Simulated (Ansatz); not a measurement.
```yaml
crystal:
  periodic: [false, false, false]
  atoms:
    - {symbol: F, position_ang: [0.334175, -2.056543, -0.318700]}
    - {symbol: C, position_ang: [0.600981, -1.120051, 0.543625]}
    - {symbol: F, position_ang: [1.296181, -1.607262, 1.538394]}
    - {symbol: C, position_ang: [0.247084, 0.150059, 0.474492]}
    - {symbol: C, position_ang: [-0.539633, 0.773612, -0.619695]}
    - {symbol: F, position_ang: [-1.675658, 1.306055, -0.143267]}
    - {symbol: F, position_ang: [-0.871741, -0.075778, -1.590608]}
    - {symbol: F, position_ang: [0.147005, 1.780556, -1.181256]}
    - {symbol: H, position_ang: [0.550106, 0.803050, 1.279915]}
basis:
  gaussian: {orbitals: def2-mTZVP}
magnetization: {spin_polarized: true, initial_magnetization: 1}
hamiltonian: {xc: {name: SVWN5}}
accuracy: high
output: {forces: true}
```

```sh
$ ansatz run in.yaml --threads 4 --pin off --events-out ev --progress --plain --max-ram 11315MiB
```

It prints (some lines left out):

```
Error: a molecule whose nuclei and cores have a total charge of 64 cannot have a net charge of 0 together with 1 unpaired electrons
```

Problem. Something in this input is off. What?

Solution. The number of unpaired electrons doesn't fit the electron count. The program refused the input.
